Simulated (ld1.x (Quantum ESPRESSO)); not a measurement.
iron: TM pseudisation with PBE, scalar-relativistic reference atom.

ld1.x (Quantum ESPRESSO) 7.5 input, shortened:

```
&input
   title='Fe', zed=26., rel=1, dft='PBE', iswitch=3,
   config='[Ar] 3d6 4s1 4p1'
 /
 &inputp
   pseudotype=2, tm=.true., lloc=0,
   nlcc=.true., new_core_ps=.true., rcore=0.80
 /
3
3P  2  1   6.00   0.00  1.30  1.30  0.0
3D  3  2   6.00   0.00  1.55  1.55  0.0
3S  1  0   2.00   0.00  1.00  1.00  0.0
 &test
   configts(1)='3s2 3p6 3d6 4s1 4p1'
 /
```

Occupied shells without a wave of their own: 4p, 4s. They enter only through the test configuration that unscreens the potential, and ld1.x also counts them in the model core charge.

All-electron outer shells of the reference configuration (PBE, scalar-relativistic, ld1.x):

| shell | level (eV) | outermost node (bohr) | outermost maximum (bohr) |
| --- | --- | --- | --- |
| 2s | -821.38 | 0.08 | 0.22 |
| 2p | -700.11 | – | 0.18 |
| 3s | -95.76 | 0.33 | 0.70 |
| 3p | -61.79 | 0.30 | 0.72 |
| 3d | -9.19 | – | 0.71 |
| 4s | -6.36 | 1.00 | 2.35 |
| 4p | -2.12 | 1.10 | 3.17 |

What the tests gave:

```
Cutoffs needed           : 160 Ry and 260 Ry (the cutoffs (Ry, on a coarse ladder) from which the occupation-weighted sum of valence levels, in a spherical-Bessel basis at the reference potential, stays within 10 and 1 mRy of its value at 400 Ry)
Ghost test               : no extra level below or beside the all-electron valence levels (p, d, s, f tested) (spherical-Bessel basis up to 400 Ry, 20 bohr box)
Largest excitation error : -1540 meV (all-electron minus pseudo) for 3s2 3p6 3d4 4s0 4p0, out of 7 test configurations
```

ld1.x takes every shell without a wave as core, so the model core holds the 4p, 4s electrons as well and exchange and correlation see them twice. This cancels in the reference configuration, but the file is broken for other ones, and its errors say nothing about a proper core correction.

Generation and tests took about 1.5 s on one core of a shared server CPU.
